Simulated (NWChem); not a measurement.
System: C4H3FS; SMILES Fc1ccsc1

NWChem input:

```
start job
memory heap 200 mb stack 900 mb global 1100 mb
geometry units angstroms noautosym nocenter noautoz
  F     -0.257525    -2.316364     0.000000
  C     -0.065798    -1.003752     0.000000
  C      1.234047    -0.430008     0.000000
  C      1.168927     0.937137     0.000000
  S     -0.450969     1.505227     0.000000
  C     -1.084487    -0.090593     0.000000
  H      2.153937    -1.014774     0.000000
  H      1.995726     1.646139     0.000000
  H     -2.154484    -0.287059     0.000000
end
basis spherical
  F library def2-svp
  C library def2-svp
  S library def2-svp
  H library def2-svp
end
dft
  xc b3lyp
  iterations 150
  mulliken
end
task dft energy
esp
  recalculate
  probe 0.07
  range 0.3
  factor 1.0
  spacing 0.02
end
task esp
```

NWChem printed, in part:

```
             Northwest Computational Chemistry Package (NWChem) 7.3.0
             --------------------------------------------------------

                             Geometry "geometry" -> ""
                             -------------------------

 Output coordinates in angstroms (scale by  1.889725989 to convert to a.u.)

  No.       Tag          Charge          X              Y              Z
 ---- ---------------- ---------- -------------- -------------- --------------
    1 F                    9.0000    -0.25752500    -2.31636400     0.00000000
    2 C                    6.0000    -0.06579800    -1.00375200     0.00000000
    3 C                    6.0000     1.23404700    -0.43000800     0.00000000
    4 C                    6.0000     1.16892700     0.93713700     0.00000000
    5 S                   16.0000    -0.45096900     1.50522700     0.00000000
    6 C                    6.0000    -1.08448700    -0.09059300     0.00000000
    7 H                    1.0000     2.15393700    -1.01477400     0.00000000
    8 H                    1.0000     1.99572600     1.64613900     0.00000000
    9 H                    1.0000    -2.15448400    -0.28705900     0.00000000

 Effective nuclear repulsion energy (a.u.)     271.0330483857

                                 NWChem DFT Module
                                 -----------------

 Summary of "ao basis" -> "ao basis" (spherical)
 ------------------------------------------------------------------------------
       Tag                 Description            Shells   Functions and Types
 ---------------- ------------------------------  ------  ---------------------
 F                          def2-svp                 6       14   3s2p1d
 C                          def2-svp                 6       14   3s2p1d
 S                          def2-svp                 8       18   4s3p1d
 H                          def2-svp                 3        5   2s1p

            General Information
            -------------------
          SCF calculation type: DFT
          Wavefunction type:  closed shell.
          No. of atoms     :     9
          No. of electrons :    52
           Alpha electrons :    26
            Beta electrons :    26
          Charge           :     0
          Spin multiplicity:     1
          Use of symmetry is: off; symmetry adaption is: off
          Maximum number of iterations: 150
          AO basis - number of functions:   103
                     number of shells:    47
          Convergence on energy requested:  1.00D-06
          Convergence on density requested:  1.00D-05
          Convergence on gradient requested:  5.00D-04

              XC Information
              --------------
                         B3LYP Method XC Potential
                     Hartree-Fock (Exact) Exchange  0.200
                        Slater Exchange Functional  0.800 local
                    Becke 1988 Exchange Functional  0.720 non-local
              Lee-Yang-Parr Correlation Functional  0.810
                  VWN I RPA Correlation Functional  0.190 local

             Grid Information
             ----------------
          Grid used for XC integration:  medium
          Radial quadrature: Mura-Knowles
          Angular quadrature: Lebedev.
          Tag              B.-S. Rad. Rad. Pts. Rad. Cut. Ang. Pts.
          ---              ---------- --------- --------- ---------
          F                   0.50       49          11.0       434
          C                   0.70       49          10.0       434
          S                   1.00       88          10.0       590
          H                   0.35       45          12.0       434
          Grid pruning is: on
          Number of quadrature shells:   468
          Spatial weights used:  Erf1

      Superposition of Atomic Density Guess
      -------------------------------------

 Sum of atomic energies:        -648.63690896

      Non-variational initial energy
      ------------------------------

 Total energy =    -652.067944
 1-e energy   =   -1430.665042
 2-e energy   =     507.564050
 HOMO         =      -0.239348
 LUMO         =       0.012875

     ---------------------------------------------
      Total Density - Mulliken Population Analysis
     ---------------------------------------------

    Atom       Charge   Shell Charges
 -----------   ------   -------------------------------------------------------
    1 F    9     9.36   1.99  1.14  0.76  3.43  2.03  0.01
    2 C    6     5.50   1.99  0.92  0.14  1.71  0.65  0.08
    3 C    6     6.24   1.99  0.97  0.32  2.05  0.87  0.03
    4 C    6     6.10   1.99  0.96  0.29  1.89  0.93  0.04
    5 S   16    15.85   2.00  1.99  1.19  0.64  5.94  1.70  2.30  0.09
    6 C    6     6.26   1.99  0.97  0.32  1.97  0.98  0.03
    7 H    1     0.91   0.67  0.22  0.03
    8 H    1     0.89   0.66  0.20  0.02
    9 H    1     0.89   0.66  0.21  0.03

   convergence    iter        energy       DeltaE   RMS-Dens  Diis-err
 ---------------- ----- ----------------- --------- --------- ---------
 d= 0,ls=0.0,diis     1   -651.8633853486 -9.23D+02  1.17D-02  6.52D-01
 d= 0,ls=0.0,diis     2   -651.8885494867 -2.52D-02  5.90D-03  5.05D-01
 d= 0,ls=0.0,diis     3   -651.9327664213 -4.42D-02  1.82D-03  7.22D-02
 d= 0,ls=0.0,diis     4   -651.9389150303 -6.15D-03  5.12D-04  2.80D-03
 d= 0,ls=0.0,diis     5   -651.9391653603 -2.50D-04  1.51D-04  2.63D-04
  Resetting Diis
 d= 0,ls=0.0,diis     6   -651.9391973738 -3.20D-05  3.70D-05  1.70D-05
 d= 0,ls=0.0,diis     7   -651.9391994546 -2.08D-06  2.49D-05  1.39D-06
 d= 0,ls=0.0,diis     8   -651.9391991180  3.37D-07  1.74D-05  3.64D-06
 d= 0,ls=0.0,diis     9   -651.9391996294 -5.11D-07  2.52D-06  7.89D-08

         Total DFT energy =     -651.939199629399
      One electron energy =    -1433.869635265648
           Coulomb energy =      569.874204646397
    Exchange-Corr. energy =      -58.976817395868
 Nuclear repulsion energy =      271.033048385720

 Numeric. integr. density =       52.000003591483

                       DFT Final Molecular Orbital Analysis
                       ------------------------------------

 Vector   24  Occ=2.000000D+00  E=-3.555921D-01
              MO Center= -2.5D-01,  6.9D-01, -4.0D-10, r^2= 3.7D+00
   Bfn.  Coefficient  Atom+Function         Bfn.  Coefficient  Atom+Function
  ----- ------------  ---------------      ----- ------------  ---------------
    68      0.356139  5 S  py                65      0.320511  5 S  py
     4     -0.251539  1 F  px                79     -0.248341  6 C  py
    60      0.241414  5 S  s                 33      0.201236  3 C  py
    59      0.192083  5 S  s                 47     -0.190651  4 C  py
    62      0.178487  5 S  py                 7      0.172885  1 F  px

 Vector   25  Occ=2.000000D+00  E=-2.602554D-01
              MO Center=  3.1D-01,  4.0D-01,  1.1D-09, r^2= 2.9D+00
   Bfn.  Coefficient  Atom+Function         Bfn.  Coefficient  Atom+Function
  ----- ------------  ---------------      ----- ------------  ---------------
    69     -0.413067  5 S  pz                34      0.375627  3 C  pz
    66     -0.300407  5 S  pz                37      0.266765  3 C  pz
    48      0.211718  4 C  pz                80     -0.172268  6 C  pz
    63     -0.167302  5 S  pz                83     -0.143690  6 C  pz
    51      0.141739  4 C  pz                20      0.129054  2 C  pz

 Vector   26  Occ=2.000000D+00  E=-2.430861D-01
              MO Center= -1.6D-01, -1.4D-02, -2.4D-10, r^2= 2.9D+00
   Bfn.  Coefficient  Atom+Function         Bfn.  Coefficient  Atom+Function
  ----- ------------  ---------------      ----- ------------  ---------------
    80      0.356201  6 C  pz                20      0.331108  2 C  pz
    48     -0.290396  4 C  pz                83      0.284801  6 C  pz
    69     -0.249271  5 S  pz                51     -0.239771  4 C  pz
     6      0.222255  1 F  pz                66     -0.175033  5 S  pz
     9     -0.173130  1 F  pz                23      0.171205  2 C  pz

[...]

                     NWChem Electrostatic Potential Fit Module
                     -----------------------------------------

 Atom parameters

 Number of atoms is                                    9
 Number of basis functions is                        103

 Grid parameters

 Maximum number of grid points is                  36260
 Number of grid points is                          36259
 Grid range                                     0.300000 nm
 Grid spacing                                   0.020000 nm
 Probe radius                                   0.070000 nm
 Atom radius factor                             1.000000

 Atomic radii

    1    0.100000
    6    0.147000
    9    0.128000
   16    0.174000
 FASTESP  F
  using M.O. file = ./job.movecs

    Atom              Coordinates                           Charge

                                                  ESP

    1 F    -0.025753   -0.231636    0.000000   -0.218281
    2 C    -0.006580   -0.100375    0.000000    0.379372
    3 C     0.123405   -0.043001    0.000000   -0.245860
    4 C     0.116893    0.093714    0.000000   -0.142559
    5 S    -0.045097    0.150523    0.000000    0.031194
    6 C    -0.108449   -0.009059    0.000000   -0.302054
    7 H     0.215394   -0.101477    0.000000    0.150376
    8 H     0.199573    0.164614    0.000000    0.158358
    9 H    -0.215448   -0.028706    0.000000    0.189454
                                            ------------
                                                0.000000

 Dipole moment                                  0.470331

 Quadrupole moment Qxx                          9.234041
                   Qyy                         -5.139120
                   Qzz                         -4.094921

 RMS deviation kJ/mol                           0.082229

 RRMS %                                        50.569593
```

Level: B3LYP/def2-SVP. The geometry was optimised at PBE0/def2-SVP.
